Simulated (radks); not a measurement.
Results of a calculation; reference values are marked as such.
Question: All-electron atom: Er2+ in [Xe] 4f12 (the NIST ground configuration). Code: a radial shooting solver on a logarithmic mesh with Libxc functionals. Model: scalar-relativistic Kohn-Sham, PBE, spin-polarised, spherical densities, finite nucleus; open shells are filled with parallel spins first (spin-orbit coupling, left out, can overturn this in heavy ions); Fermi nuclear charge, rms radius 5.2516 fm. Some entries of the table are withheld. Estimate them.

orbital,occ.,eigenvalue (hartree),r(max) (bohr)
1s up,1,-2108.544,0.01286
1s down,1,-2108.544,0.01286
2s up,1,-354.6773,0.07324
2s down,1,-354.6765,0.07324
2p up,3,-313.7978,0.05956
2p down,3,-313.7973,0.05956
3s up,1,-79.88739,0.2072
3s down,1,-79.85629,0.2072
3p up,3,-67.44792,0.2039
3p down,3,-67.41686,0.2038
3d up,5,-51.86470,0.1664
3d down,5,-51.84104,0.1664
4s up,1,-16.20524,0.4739
4s down,1,-16.13949,0.4739
4p up,3,-12.11375,0.4954
4p down,3,-12.04900,0.4954
4d up,5,-6.63068,(1)
4d down,5,-6.56698,(2)
5s up,1,-2.45148,1.112
5s down,1,-2.42035,1.115
5p up,3,-1.50893,1.274
5p down,3,-1.48682,1.280
4f up,7,-0.66675,0.5092
4f down,5,-0.61122,0.5101

Answer: 
(1) 4d up r(max) (bohr): 0.5118
(2) 4d down r(max) (bohr): 0.5118
